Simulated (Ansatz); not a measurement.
Start from `C=C=C(F)CC` and change one atom or group to get `C=C=C(F)BC`.

Ansatz, PBE0-D4/def2-TZVP geometries, multiplicity 1. Each molecule was computed in one conformer, which needn't be the lowest.

```json
{"property": "HOMO energy (ωB97M-V/def2-TZVPP) / eV", "`C=C=C(F)CC`": "-9.29"}
{"property": "LUMO energy (ωB97M-V/def2-TZVPP) / eV", "`C=C=C(F)CC`": "1.83"}
{"property": "HOMO energy (B3LYP/def2-TZVPP) / eV", "`C=C=C(F)CC`": "-6.87"}
{"property": "HOMO energy (PBE/def2-TZVPP) / eV", "`C=C=C(F)CC`": "-5.83"}
{"property": "HOMO energy (PBE0/def2-TZVPP) / eV", "`C=C=C(F)CC`": "-7.07"}
{"property": "LUMO energy (PBE0/def2-TZVPP) / eV", "`C=C=C(F)CC`": "-0.32"}
```

Give the same properties after the change, and the shifts. (Best estimate.)

Computed: 
```json
{"property": "HOMO energy (ωB97M-V/def2-TZVPP) / eV", "`C=C=C(F)BC`": "-9.93", "shift": "-0.64"}
{"property": "LUMO energy (ωB97M-V/def2-TZVPP) / eV", "`C=C=C(F)BC`": "0.28", "shift": "-1.55"}
{"property": "HOMO energy (B3LYP/def2-TZVPP) / eV", "`C=C=C(F)BC`": "-7.53", "shift": "-0.66"}
{"property": "HOMO energy (PBE/def2-TZVPP) / eV", "`C=C=C(F)BC`": "-6.54", "shift": "-0.71"}
{"property": "HOMO energy (PBE0/def2-TZVPP) / eV", "`C=C=C(F)BC`": "-7.74", "shift": "-0.67"}
{"property": "LUMO energy (PBE0/def2-TZVPP) / eV", "`C=C=C(F)BC`": "-1.73", "shift": "-1.41"}
```

With PBE0 the HOMO falls by 0.67 eV and the LUMO falls by 1.41 eV, so the gap narrows by about 0.74 eV. PBE moves the HOMO by -0.71 eV and ωB97M-V by -0.64 eV.

B3LYP here is the variant with VWN-RPA as its local correlation; programs differ in this.
